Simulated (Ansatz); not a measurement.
Stepwise reaction of `ClB(Cl)[SeH]` with hydrogen, as a gas-phase model of exchange steps in deposition or etching. ΔE in kJ/mol; ΔG adds harmonic PBE0-D4 terms to CCSD(T)/CBS, at 1 bar.

Program: Ansatz. Geometries: PBE0-D4/def2-TZVP. ΔE: electronic, gas phase. CBS: MP2 limit from def2 TZ/QZ plus the TZ coupled-cluster correction, frozen cores. This one scheme is used for every species. Functionals use def2-TZVPP. B3LYP here is the variant with VWN-RPA as its local correlation; programs differ in this. For Se outer-core shells are correlated without core-valence functions, which leaves a few kJ/mol of doubt a bond. Scalar relativity is left out up to krypton. One conformer a species, not always the lowest.

| step | reaction | PBE-D4 | B3LYP-D4 | ωB97M-V | CCSD(T)/CBS | ΔG(400 K) |
| --- | --- | --- | --- | --- | --- | --- |
| 1 | `ClB(Cl)[SeH]` + H₂ → `ClB[SeH]` + HCl | 60.9 | 54.8 | 55.0 | 53.4 | 51.4 |
| 2 | `ClB[SeH]` + H₂ → `B[SeH]` + HCl | 68.5 | 62.1 | 61.9 | 61.0 | 59.2 |

**Question.** By hand: ΔE of the 2 steps together at CCSD(T)/CBS.

**Answer.** (53.4) + (61.0) = 114.4 kJ/mol, or 57.2 kJ/mol a step.

In ΔE each step is higher than the one before. All are uphill at CCSD(T)/CBS. ΔG lies between 51.4 and 59.2 kJ/mol a step. PBE-D4 differs from CCSD(T)/CBS by 7.5 to 7.5 kJ/mol a step. Isolated molecules leave out the surface, adducts and barriers. Largest T1 diagnostic: 0.013.
